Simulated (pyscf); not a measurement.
Elementary routes open to •H₂C–C(CH₃)=NH (SMILES [CH2]C(C)=N) in the gas phase (doublet surface):
A. H₃C–C(CH₃)=N• (SMILES CC(C)=[N]) (H–N broken; C–H formed)
B. •H₂C–C(=CH₂)–NH₂ (SMILES [CH2]C(=C)N) (C–H broken; H–N formed)

Structures and frequencies: ωB97X-D3(BJ)/def2-SVP in PySCF.

Q: Rank the routes by free-energy barrier at 1200 K, lowest first, for ωB97M-D3(BJ)/def2-TZVP energies (ideal gas, 1 atm, RRHO with modes under 100 cm⁻¹ raised to 100, one conformer, R ln 2 for chiral ones without a mode under 150 cm⁻¹).

A: A (42.5 kcal/mol), B (53.3 kcal/mol)

Route A is the fastest of these, ahead of the next by 10.9 kcal/mol. The most stable products are those of A (ΔG = -2.9 kcal/mol), so kinetics and thermodynamics agree. At 298 K A is still the fastest. Only these routes are compared; each barrier is that of the saddle found, and lower ones may exist.
